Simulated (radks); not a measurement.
The numbers below are computed, except where a source is named.
Ta V, 69 electrons, occupied as [Kr] 4d10 4f14 5s1.75 5p6 5d1 6p0.25 (fractional occupations, a model configuration). Level of theory: scalar-relativistic Kohn-Sham, PBE, spin-polarised, spherical densities, point nucleus; open shells are filled with parallel spins first (spin-orbit coupling, left out, can overturn this in heavy ions) (a radial shooting solver on a logarithmic mesh with Libxc functionals). Some entries of the table are withheld. Estimate them.

orbital,occ.,eigenvalue (hartree),r(max) (bohr),<1/r> (bohr^-1)
1s up,1,-2477.543,0.01167,85.47
1s down,1,-2477.542,0.01167,85.47
2s up,1,-427.0366,0.06684,19.97
2s down,1,-427.0336,0.06684,19.97
2p up,3,-374.3978,0.05476,18.15
2p down,3,-374.3952,0.05476,18.15
3s up,1,-99.09288,0.1886,7.390
3s down,1,-99.09162,0.1886,7.390
3p up,3,-83.43924,0.1865,6.836
3p down,3,-83.43785,0.1865,6.836
3d up,5,-65.18833,0.1519,6.463
3d down,5,-65.18622,0.1519,6.463
4s up,1,-21.51494,0.4288,3.135
4s down,1,-21.51178,0.4288,3.135
4p up,3,-16.38167,0.4496,2.850
4p down,3,-16.37845,0.4496,2.851
4d up,5,-9.81399,0.4615,2.531
4d down,5,-9.80978,0.4615,2.532
5s up,1,(1),0.9860,1.224
5s down,0.75,(2),0.9843,1.227
5p up,3,-3.04984,(3),1.040
5p down,3,-3.01112,(4),1.043
4f up,7,-2.55291,0.4414,2.009
4f down,7,-2.54370,0.4412,2.014
5d up,1,-1.58321,1.443,0.7462
5d down,0,-1.53849,1.438,0.7475
6p up,0.25,-1.08893,2.754,0.4345

Answer. 
(1) 5s up eigenvalue (hartree): -4.31444
(2) 5s down eigenvalue (hartree): -4.28217
(3) 5p up r(max) (bohr): 1.115
(4) 5p down r(max) (bohr): 1.113
